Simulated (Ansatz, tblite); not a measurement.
Cost and result up the ladder for Ag₃O⁺ (4 atoms). Total charge 1; singlet. Geometry: B3LYP-D4/def2-SVP.

```tsv
atom	x (Å)	y (Å)	z (Å)
Ag1	1.786	1.039	-0.107
Ag2	-1.676	0.723	-0.975
Ag3	-0.129	-1.722	1.141
O4	0.018	-0.039	-0.059
```

Ansatz on 4 threads of Arm Neoverse V2 on a shared host; xTB runs through tblite on one thread. Times are rough, summed over both states, and most runs start from the orbitals of an earlier one. PBE-QIDH/def2-TZVP serves as the yardstick here, not as an exact answer. The other state is a quintet at its own geometry.

In the def2 sets Ag takes a core potential; there is no spin–orbit coupling. The xTB rows come from tblite. LC-ωPBE has ω = 0.4 bohr⁻¹. B3LYP takes the VWN-RPA correlation. Correlated methods freeze 1 core orbital; core or outer-core shells of Ag are correlated, in sets that lack core-valence functions. The structure comes from a short search, and lower isomers may exist.

xTB has no spin-polarisation term.

| level | functions | wall time | quintet − singlet (eV) | difference from PBE-QIDH/def2-TZVP (eV) |
| --- | --- | --- | --- | --- |
| GFN1-xTB | 31 | 0.008 s | 5.68 | 0.42 |
| GFN2-xTB | 31 | 0.013 s | 5.70 | 0.44 |
| PBE-D4/def2-TZVP | 151 | 5.2 s | 4.16 | -1.10 |
| LC-ωPBE/def2-TZVP | 151 | 11 s | 5.10 | -0.16 |
| PBE0-D4/def2-TZVP | 151 | 12 s | 4.46 | -0.80 |
| RPA@PBE/def2-TZVP | 151 | 12 s | 4.66 | -0.59 |
| B3LYP-D4/def2-TZVP | 151 | 12 s | 4.37 | -0.89 |
| r2SCAN-D4/def2-TZVP (with forces) | 151 | 12 s | 4.12 | -1.14 |
| PBE-QIDH/def2-TZVP | 151 | 14 s | 5.26 | 0.00 |
| r2SCANh-D4/def2-TZVP | 151 | 22 s | 4.21 | -1.05 |
| ωB97X-V/def2-TZVP | 151 | 41 s | 5.09 | -0.17 |
